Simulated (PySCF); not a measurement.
**MnSCl2: fields on a plane**

Method: PySCF, UPBE, basis Mn def2-SVP, S def2-SVP, Cl def2-SVP (no relativity, density fitting).

The quartet minimum has Mn–Cl 2.128 Å (×2), Mn–S 2.008 Å; Cl–Mn–Cl 130.0°, Cl–Mn–S 115.0° (×2).

The plane holds Mn1 at (0.00, 0.00), S2 at (2.01, 0.00), Cl3 at (-0.90, 1.93), Cl4 at (-0.90, -1.93) Å. Columns run from x = -2.85 to 4.35 Å, rows from y = 4.35 (top) to -4.05 Å, in steps of 0.3 Å. Other isomers or separated fragments may lie lower.

Problem. Give the electron density (e/Å³) (cut at 5 e/Å³). Lower edges of the bins (e/Å³): '_' 0.000, '.' 0.030, ':' 0.076, '-' 0.151, '=' 0.268, '+' 0.455, '*' 0.750, '#' 1.218, '%' 1.960, '@' 3.136; top 5.00, each point printed twice.

Solution. 
```
__________________________________________________
__________________________________________________
__________________________________________________
__________..........______________________________
______..::::------::..____________________________
____..::--==++++++--::..__________________________
____..--++**####**++--::__________________________
__..::==**##@@@@%%**==::..________________________
__..::==##%%@@@@%%##==::..________________________
__..::==**%%@@@@%%**==--............______________
____::--++########**==--::::::::::::::..__________
____..::==++******++==--------======--::..________
______..::--==++**##**++====++******++==::..______
______....::--++%%@@@@%%**++**##%%##**++--..______
________..::--**@@@@@@@@##**##@@@@@@##++--::______
________..::--**@@@@@@@@##**##@@@@@@##++--::______
______....::--++%%@@@@%%**++**##%%##**++--..______
______..::--==++**##**++====++******++==::..______
____..::==++******++==--------======--::..________
____::--++########**==--::::::::::::::..__________
__..::==**%%@@@@%%**==--............______________
__..::==##%%@@@@%%##==::..________________________
__..::==**##@@@@%%**==::..________________________
____..--++**####**++--::__________________________
____..::--==++++++--::..__________________________
______..::::------::..____________________________
__________..........______________________________
__________________________________________________
__________________________________________________
```

Problem. Give the lowest empty orbital (Å^-3/2) at -5.42 eV (cut at ±0.3; overall sign arbitrary). Lower edges of the bins (Å^-3/2): '0' -0.300, '1' -0.240, '2' -0.180, '3' -0.120, '4' -0.060, '5' 0.000, '6' 0.060, '7' 0.120, '8' 0.180, '9' 0.240; top 0.30.

Solution. 
```
5555555555555555555555555
5555555555555555555555555
5555555555555555555555555
5555555555555555555555555
5555566665555555555555555
5555677766555555555555555
5555678876555555555555555
5555676665555555555555555
5555444544445556666555555
4444324423445566776655555
4444321123344567887765555
4444333344334579999766555
4444444686203589999866555
4444445899001589999865555
4444455799002566047655555
5555544200997433952344444
5555554100998410000134444
5555555323796410000133444
5555666655665420000233444
5555678876655432112234444
5555675576554433223344444
4444555455554443333444444
4444323334444444444444444
4444321123444444444444444
4444322233444444444444444
4444433334444444444444444
4444444444444444444444444
4444444444444444444444444
4444444444444444444444444
```

The determinant is spin-contaminated (⟨S²⟩ = 3.96, pure value 3.75). Other spin states or occupations of the open shell can lie lower.
